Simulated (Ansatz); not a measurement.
Consider the β-hydride elimination: `CC[Si](N)(O)Br` → `N[SiH](O)Br` + `C=C`.

Computed with Ansatz on PBE0-D4/def2-TZVP structures; ΔE is electronic, products minus reactants. CCSD(T)/CBS adds triple-zeta CCSD(T) − MP2 to the extrapolated MP2 energy (def2 sets, frozen cores). This one scheme is used for every species. For Br outer-core shells are correlated without core-valence functions, which leaves a few kJ/mol of doubt a bond. Scalar relativity is left out up to krypton. One conformer a species, not always the lowest.

```json
{"species": "`CC[Si](N)(O)Br`", "CCSD(T)/CBS(def2) energy (Eh)": "-3073.35919"}
{"species": "`N[SiH](O)Br`", "CCSD(T)/CBS(def2) energy (Eh)": "-2994.82102"}
{"species": "`C=C`", "CCSD(T)/CBS(def2) energy (Eh)": "-78.48111"}
```

Task: Work out ΔE.

Result: ΔE = (-2994.82102) + (-78.48111) − (-3073.35919) = 0.05706 Eh = +1.55 eV.

Largest T1 diagnostic among the species: 0.011.

In def2-TZVPP, CCSD(T) changes the Hartree–Fock value by +0.34 eV (the triples alone add +0.02 eV) and MP2 by +0.47 eV. From PBE to PBE0 (25 % exact exchange), in def2-TZVPP and without D4, ΔE moves by +0.12 eV. The D4 term adds +0.21 eV with B3LYP and +0.12 eV with PBE0; it sums over pairs of atoms, weighted by their polarisabilities, and B3LYP, whose exchange is more repulsive, gets the larger term.

B3LYP here is the variant with VWN-RPA as its local correlation; programs differ in this.
